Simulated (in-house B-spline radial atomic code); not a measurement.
**Ionising Be with different functionals**

Computed with a B-spline radial code for spherical atoms: scalar-relativistic (spin-free X2C) Hamiltonian, Fermi nucleus of rms radius 2.519 fm, spin-polarised at highest spin, spherical fractional occupations for the functionals, the average over the highest-spin determinants for Hartree-Fock. The ionisation energy is the difference of two self-consistent energies, [He] 2s2 → [He] 2s1, without Breit or QED terms; ε is the level of the shell that loses the electron (its least bound occupied spin orbital).

| method | rung | ΔSCF (eV) | -ε(2s) (eV) |
| --- | --- | --- | --- |
| Hartree-Fock | Hartree-Fock | 8.04 | 8.42 |
| HF fractional | Hartree-Fock | 8.04 | 8.42 |
| LDA VWN5 | LDA | 9.03 | 5.60 |
| LDA PW92 | LDA | 9.03 | 5.60 |
| LDA exchange-only | LDA | 7.64 | 4.63 |
| PBE | GGA | 9.00 | 5.61 |
| PBEsol | GGA | 8.89 | 5.54 |
| BLYP | GGA | 8.98 | 5.47 |
| RPBE | GGA | 9.07 | 5.63 |
| PW91 | GGA | 9.05 | 5.64 |
| BP86 | GGA | 9.11 | 5.70 |
| AM05 | GGA | 8.89 | 5.53 |
| OLYP | GGA | 9.02 | 5.48 |
| TPSS | meta-GGA | 9.07 | 5.74 |
| r2SCAN | meta-GGA | 8.79 | 5.75 |
| revTPSS | meta-GGA | 9.09 | 5.81 |
| PBE0 | global hybrid | 8.97 | 6.49 |
| B3LYP | global hybrid | 9.11 | 6.32 |
| TPSSh | global hybrid | 9.06 | 6.08 |
| BHandHLYP | global hybrid | 8.96 | 7.23 |
| r2SCAN0 | global hybrid | 8.83 | 6.55 |
| B97-1 | global hybrid | 9.02 | 6.30 |
| HSE06 | range-separated hybrid | 8.97 | 6.09 |
| wB97X | range-separated hybrid | 8.87 | 8.64 |
| CAM-B3LYP | range-separated hybrid | 9.11 | 7.68 |
| LC-wPBE | range-separated hybrid | 9.03 | 8.92 |

(1) Among the functionals, which spreads more, the ΔSCF values or the orbital energies?

(2) How do they compare with the NIST value?

Answers

(1) The orbital energies: ΔSCF values span about 1.47 eV and the orbital energies 4.29 eV.

(2) NIST lists 9.323 eV (measured, ground level to ground level). Errors run from -1.68 to -0.21 eV; BP86 is closest (-0.21 eV), but part of that can be cancellation, since the calculations leave out Breit-QED terms, the near-degeneracy of s² and p². Hartree-Fock also lacks correlation.
